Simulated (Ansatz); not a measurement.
Born–Oppenheimer molecular dynamics of CH5SSbSi (9 atoms, charge 0, multiplicity 1). It starts at the highest image of a converged band. Of that band: The profile has 2 maxima (images 3, 5) with wells between them (image 4): this band takes more than one step, which may be the mechanism or a detour left from its start path. Neighbouring images differ by up to 1.6 eV, so the band resolves the path poorly. A vibrational analysis at the climbing image gives one clearly imaginary mode, 741i cm⁻¹: a first-order saddle point.

Theory: Ansatz, RKS PBE0-D4/def2-SVP.

* ensemble: NVE (velocity Verlet)
* time step: 0.5 fs
* steps asked: 101
* starting velocities drawn for: 300 K
* seed: 11669

First frame:

```xyz
9
Properties=species:S:1:pos:R:3
Si -0.779 1.108 0.374
C 0.339 -0.375 0.020
S 0.492 -1.445 1.448
Sb 1.313 -0.450 -1.806
H -0.145 1.900 1.466
H -0.916 1.960 -0.851
H -2.127 0.633 0.801
H -0.227 -1.465 -0.046
H 2.138 -1.912 -1.422
```

Question: How far do the bonds stretch over the last three quarters of this one trajectory? (Pairs bonded in most of those frames.)

Answer: 
```json
{"bond": "Si1–C2", "mean (Å)": "1.910", "spread (Å)": "0.029", "shortest": "1.87", "longest": "1.97"}
{"bond": "Si1–H5", "mean (Å)": "1.492", "spread (Å)": "0.016", "shortest": "1.47", "longest": "1.51"}
{"bond": "Si1–H6", "mean (Å)": "1.498", "spread (Å)": "0.010", "shortest": "1.48", "longest": "1.52"}
{"bond": "Si1–H7", "mean (Å)": "1.498", "spread (Å)": "0.021", "shortest": "1.46", "longest": "1.53"}
{"bond": "C2–S3", "mean (Å)": "1.704", "spread (Å)": "0.085", "shortest": "1.56", "longest": "1.79"}
{"bond": "C2–Sb4", "mean (Å)": "2.171", "spread (Å)": "0.078", "shortest": "2.08", "longest": "2.30"}
{"bond": "C2–H8", "mean (Å)": "1.394", "spread (Å)": "0.306", "shortest": "1.15", "longest": "2.31"}
{"bond": "Sb4–H9", "mean (Å)": "1.730", "spread (Å)": "0.043", "shortest": "1.66", "longest": "1.79"}
```

Mean temperature of the second half: 521 K. The conserved energy stayed within 0.075 meV per atom of its start (net change -0.026 meV per atom), so the integration is sound. The kinetic energy rose, since the run started high on the potential surface and went downhill. A run of 0.051 ps of so small a system gives no equilibrium averages. The orbitals stay closed-shell, which can raise the energy where a bond breaks towards radicals; this wasn't checked here.

Time of the run: 9.8 min on 2 threads of Intel(R) Xeon(R) Platinum 8259CL CPU @ 2.50GHz (Skylake/Cascade Lake), on a shared host, peak memory 0.27 GiB.
